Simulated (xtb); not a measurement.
C₁₂H₈, SMILES C1=c2cc3c(=CC=C3)cc2C=C1. All values are semi-empirical tight-binding results from xtb (GFN2-xTB unless named), good for trends rather than for accurate numbers. Coordinates come from a GFN2-xTB optimisation.

| Quantity | Value |
|---|---|
| point group as xtb finds it | D2h |
| orbital gap | 0.84 eV |
| dipole moment | 0.00 D |
| zero-point energy | 94.4 kcal/mol |
| G − E(el) at 298.15 K (modified RRHO) | 73.9 kcal/mol |
| static polarisability (D4 model) | 125.0 bohr³ |
| solvation energy, GFN2-xTB/ALPB(water) | -1.4 kcal/mol |
| solvation energy, GFN2-xTB/ALPB(ether) | -8.5 kcal/mol |

Computed IR lines (harmonic; lines under 4 % of the strongest left out, lines within 3 cm⁻¹ merged):
ν (cm⁻¹): 763 (w), 1080 (w), 1409 (w), 1524 (w), 1570 (vs), 3060 (w), 3129 (w), 3141 (m) (against the strongest line: vs over 80 %, s over 45 %, m over 15 %, w over 4 %, vw less)
